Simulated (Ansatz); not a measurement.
Cost and result for the atomization energy of C2H2FGa (6 atoms, 4 bonds).

Cartesian coordinates in Å:
```
F 1.887 -0.968 -1.098
Ga 0.330 -1.881 -1.118
C 0.024 0.811 0.432
C -1.134 0.627 0.685
H 1.055 0.936 0.185
H -2.162 0.475 0.915
```

The species carries charge 0 and has multiplicity 1. Correlated methods include outer-core shells of Ga, which these sets cover unevenly. Scalar relativity is left out up to krypton. The bonds changed during the relaxation, so this is another structure than the one it started from. All single points use the PBE0-D4/def2-TZVP geometry. Program: Ansatz. All runs use 2 threads of an AMD EPYC 7571 on a shared host. Times are those of one run each, without the atoms' runs, and a repeat can differ threefold. Electronic energies, without spin–orbit coupling; frozen cores. CCSD(T)/CBS adds CCSD(T) − MP2 in def2-TZVPP to the MP2 limit, and its time is that of the two runs behind it. T1 = 0.015. With those shells the extrapolation isn't a true limit. B3LYP takes the VWN-RPA correlation (the form of Gaussian; ORCA's B3LYP/G).

CCSD(T)/CBS is a level of theory with its own doubt, some kJ/mol a heavy atom from the limit and from the frozen cores, so smaller differences don't rank the functionals.

```tsv
level	functions	wall time
BLYP-D4/def2-TZVPP	169	5 s
PBE-D4/def2-TZVPP (with forces)	169	5.5 s
PBE0-D4/def2-TZVPP	169	7.5 s
BHLYP-D4/def2-TZVPP	169	8 s
B3LYP-D4/def2-TZVPP (with forces)	169	11 s
r2SCAN-D4/def2-TZVPP (with forces)	169	11 s
CCSD(T)/def2-SVP	84	11 s
r2SCANh-D4/def2-TZVPP	169	12 s
B2PLYP/def2-TZVPP	169	13 s
PBE-QIDH/def2-TZVPP	169	14 s
MP2/def2-QZVPP	320	41 s
CCSD(T)/def2-TZVPP	169	2.4 min
CCSD(T)/CBS(def2)	–	3.1 min
```

(1) What atomization energy does each give, and how far from CCSD(T)/CBS? (Best estimate.)

## Answers

(1) Computed: 
```json
{"level": "BLYP-D4/def2-TZVPP", "atomization (kJ/mol)": "2322.2", "difference from CCSD(T)/CBS": "17.8", "per bond": "4.5"}
{"level": "PBE-D4/def2-TZVPP (with forces)", "atomization (kJ/mol)": "2366.1", "difference from CCSD(T)/CBS": "61.7", "per bond": "15.4"}
{"level": "PBE0-D4/def2-TZVPP", "atomization (kJ/mol)": "2287.7", "difference from CCSD(T)/CBS": "-16.7", "per bond": "-4.2"}
{"level": "BHLYP-D4/def2-TZVPP", "atomization (kJ/mol)": "2192.6", "difference from CCSD(T)/CBS": "-111.8", "per bond": "-27.9"}
{"level": "B3LYP-D4/def2-TZVPP (with forces)", "atomization (kJ/mol)": "2294.7", "difference from CCSD(T)/CBS": "-9.7", "per bond": "-2.4"}
{"level": "r2SCAN-D4/def2-TZVPP (with forces)", "atomization (kJ/mol)": "2292.8", "difference from CCSD(T)/CBS": "-11.6", "per bond": "-2.9"}
{"level": "CCSD(T)/def2-SVP", "atomization (kJ/mol)": "2182.0", "difference from CCSD(T)/CBS": "-122.4", "per bond": "-30.6"}
{"level": "r2SCANh-D4/def2-TZVPP", "atomization (kJ/mol)": "2267.2", "difference from CCSD(T)/CBS": "-37.2", "per bond": "-9.3"}
{"level": "B2PLYP/def2-TZVPP", "atomization (kJ/mol)": "2282.8", "difference from CCSD(T)/CBS": "-21.6", "per bond": "-5.4"}
{"level": "PBE-QIDH/def2-TZVPP", "atomization (kJ/mol)": "2269.1", "difference from CCSD(T)/CBS": "-35.3", "per bond": "-8.8"}
{"level": "MP2/def2-QZVPP", "atomization (kJ/mol)": "2354.4", "difference from CCSD(T)/CBS": "50.0", "per bond": "12.5"}
{"level": "CCSD(T)/def2-TZVPP", "atomization (kJ/mol)": "2237.2", "difference from CCSD(T)/CBS": "-67.2", "per bond": "-16.8"}
{"level": "CCSD(T)/CBS(def2)", "atomization (kJ/mol)": "2304.4", "difference from CCSD(T)/CBS": "0.0", "per bond": "0.0"}
```

The D4 term adds +18.3 kJ/mol with B3LYP and +9.5 kJ/mol with PBE0; it sums over pairs of atoms, weighted by their polarisabilities, and B3LYP, whose exchange is more repulsive, gets the larger term. In def2-TZVPP, CCSD(T) changes the Hartree–Fock value by +599.3 kJ/mol (the triples alone add +47.6 kJ/mol) and MP2 by +676.5 kJ/mol; breaking electron pairs costs correlation energy, which Hartree–Fock lacks. Leaving LDA and LC-ωPBE aside and taking each functional with its dispersion term where it has one, the values spread over 173.5 kJ/mol, from BHLYP-D4 to PBE-D4. LDA lies +286.9 kJ/mol from PBE without D4, its usual overbinding.
